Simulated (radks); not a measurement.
Spherical quantum dot in the effective-mass picture: electrons in a well V = -V0 / (1 + exp((r - R)/a)) with V0 = 30.3, R = 1.7, a = 0.19, with a point charge +1 (a donor) at the centre, all in effective atomic units (hartree* = m*/eps^2 hartree, bohr* = eps/m* bohr), one dielectric constant everywhere. Calculated with a radial shooting solver with Libxc functionals: non-relativistic Kohn-Sham, exchange-only LDA, spin-polarised, spherical densities. Levels are named by radial order and angular momentum (1s, 1p, 1d, 2s, ...), and open shells are averaged over m. Results are scaled to m* = 0.061 and eps = 10.9, for which hartree* = 13.97 meV and bohr* = 9.456 nm.

N = 25, configuration 1s2 1p6 1d10 2s2 1f(up 5, down 0). This is the lowest configuration that the search found. Occupied and some empty levels:

level,occupation,eigenvalue (meV),<r> (nm)
1s up,1,-118.94,8.794
1s down,1,-117.40,8.707
1p up,3,-98.143,10.25
1p down,3,-96.178,10.22
1d up,5,-71.015,11.15
1d down,5,-68.847,11.13
2s up,1,-55.379,8.307
2s down,1,-54.224,8.347
1f up,5,-38.021,11.87
1f down,0,-35.758,11.87
2p up,0,-11.283,9.912
2p down,0,-9.9702,9.917
1g up,0,-0.039031,12.51

Energy (meV): total -5201.39, kinetic 1477.1, external -9864.7, Hartree 3481.5, exchange-correlation -295.33.

Electron density:

r (nm),n(r) (e/nm^3)
1.56,0.003685
3.22,0.002483
4.89,0.001872
6.56,0.001885
8.23,0.002295
9.90,0.002548
11.6,0.002138
13.2,0.001206
14.9,0.0004316
16.6,0.00009824
18.2,0.00001628
19.9,2.263e-06
21.6,3.019e-07
